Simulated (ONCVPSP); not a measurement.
## Pseudopotential generation for beryllium: ONCV, PBEsol, scalar-relativistic.

beryllium (Be), optimised norm-conserving Vanderbilt (ONCV), made with ONCVPSP 4.0.1 (PBEsol, scalar-relativistic). Core none, reference 1s2 2s1.5 2p0.5. Waves: 1s+2s: rc 0.75 bohr, ncon 4, nbas 9, qcut 20.1 1/bohr, 2 projectors; 2p: rc 4.00 bohr, ncon 4, nbas 8, qcut 3.1 1/bohr, 2 projectors, debl 3.5 Ha. Local part: polynomial inside 0.65 bohr (lpopt 5, dvloc0 0 Ha). Core correction: none.

- Cutoffs needed: 120 Ha and 143 Ha (the cutoffs (Ha) at which the residual kinetic energy of the hardest occupied pseudo-wave falls to 1 and 0.1 mHa per electron)
- Ghost test: no bound ghost flagged; no localised positive-energy state flagged
- Largest excitation error: +113 meV (all-electron minus pseudo) for 1s2 2s0 2p0, out of 4 test configurations
